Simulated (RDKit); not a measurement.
Input file for RDKit: MMFF94 on CH4 (SMILES C).

```python
from rdkit import Chem
from rdkit.Chem import AllChem, rdDetermineBonds

blocks = [
'''5

C     0.00000000    0.00000000   -0.00000000
H     0.62892441    0.62892441    0.62892441
H    -0.62892441   -0.62892441    0.62892441
H     0.62892442   -0.62892442   -0.62892441
H    -0.62892442    0.62892442   -0.62892441
''',
]
mol = None
for b in blocks:
    f = Chem.MolFromXYZBlock(b)
    rdDetermineBonds.DetermineBonds(f, charge=0)
    mol = f if mol is None else Chem.CombineMols(mol, f)
Chem.SanitizeMol(mol)
print(Chem.MolToSmiles(Chem.RemoveHs(mol)))
ff = AllChem.MMFFGetMoleculeForceField(mol, AllChem.MMFFGetMoleculeProperties(mol), nonBondedThresh=100.0, ignoreInterfragInteractions=False)
e = ff.CalcEnergy()
print(f'MMFF94 energy {e:.6f} kcal/mol')
```

The log:

```
C
MMFF94 energy 0.037806 kcal/mol
```

The run finished.

Cost: very roughly 0.03 core-seconds.
